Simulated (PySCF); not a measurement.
CaH₂O₂, SMILES [OH][Ca][OH].

Geometry optimised at B3LYP-D3(BJ)/def2-TZVP. The values are those of a single conformer.

All values below come from TDA-ωB97X/def2-SVPD in PySCF.

Vertical excitations. Gas-phase values at a fixed geometry. State labels are in the subgroup C2v.

```csv
state,symmetry,energy (eV),λ (nm),f,main pairs
S1,A1,5.49,226,0.111,HOMO−1→LUMO 86 %
S2,B1,5.49,226,0.111,HOMO→LUMO 86 %
S3,A2,5.72,217,0.000,HOMO−3→LUMO 82 %
S4,B2,5.73,217,0.000,HOMO−2→LUMO 81 %
S5,B1,7.10,175,0.000,"HOMO−1→LUMO+1 46 %, HOMO→LUMO+2 43 %"
S6,A1,7.27,171,0.000,"HOMO→LUMO+1 43 %, HOMO−1→LUMO+2 42 %"
S7,B1,7.33,169,0.001,"HOMO→LUMO+2 44 %, HOMO−1→LUMO+1 40 %"
S8,A2,7.36,168,0.000,"HOMO→LUMO+3 53 %, HOMO−3→LUMO+7 18 %, HOMO−3→LUMO+4 18 %"
S9,B2,7.36,168,0.000,"HOMO−1→LUMO+3 53 %, HOMO−2→LUMO+7 19 %, HOMO−2→LUMO+4 18 %"
S10,B1,7.41,167,0.045,"HOMO−3→LUMO+3 42 %, HOMO→LUMO+7 24 %, HOMO→LUMO+4 24 %"
T1,B1,5.56,223,0,HOMO→LUMO 84 %
T2,A1,5.56,223,0,HOMO−1→LUMO 84 %
T3,A2,5.78,214,0,HOMO−3→LUMO 80 %
T4,B2,5.78,214,0,HOMO−2→LUMO 80 %
```
Triplets are in the Tamm–Dancoff approximation.
